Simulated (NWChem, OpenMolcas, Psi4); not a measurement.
A ladder of methods for SnHClOF2 (SMILES [OH][Sn]([F])([F])[Cl])

SnHClOF2: 6 atoms, total charge 0, spin state singlet. As SMILES, `[OH][Sn]([F])([F])[Cl]`. The shape is that of a PBE0-D4/def2-TZVP optimisation. This is one conformer, not always the lowest.

Each level gives the HOMO–LUMO gap (eV). The values are calculated.

```
                                                level             kind     program  value (eV)  CPU time
                         HF/def2-SVP (core potential)     Hartree–Fock      NWChem       14.83      21 s
PBE-D3(BJ)/def2-SVP (density fitting, core potential)              GGA        Psi4        4.44      10 s
                        PBE/def2-SVP (core potential)              GGA      NWChem        4.44      21 s
                     revPBE/def2-SVP (core potential)              GGA  OpenMolcas        4.50      39 s
                       TPSS/def2-SVP (core potential)         meta-GGA  OpenMolcas        4.71      49 s
                     r2SCAN/def2-SVP (core potential)         meta-GGA  OpenMolcas        5.12      46 s
                      B3LYP/def2-SVP (core potential)    global hybrid  OpenMolcas        6.54      38 s
                     M06-2X/def2-SVP (core potential)  hybrid meta-GGA  OpenMolcas        9.95      58 s
```

The values span 4.44 to 14.83 eV. Orbital gaps aren't excitation energies; they tend to grow with the share of exact exchange. CPU times are rough (shared hosts, several kinds of processor): they show what a rung costs within a factor of a few.
